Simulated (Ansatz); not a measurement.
```xyz
3

H     0.0000    0.0000   -1.2320
Be    0.0000    0.0000    0.0000
H     0.0000    0.0000    1.2320
```

Basis set: cc-pVTZ (spherical functions). All electrons are correlated. Charge 0, multiplicity 1.

Computed with Ansatz (development build ahead of 0.2.0); each method stands on the lowest determinant of its kind that the runs found. Restricted open shells among the atoms or ions are ROHF, correlated in semicanonical orbitals with singles.

Q: Give the atomization energy at this shape (free ground-state atoms in the same class of orbitals less the molecule, no zero-point energy) of singlet BeH₂ by RHF-MP2, RHF.

A:

| method | atomization energy |
| --- | --- |
| RHF-MP2 | 6.23 eV |
| RHF | 5.23 eV |
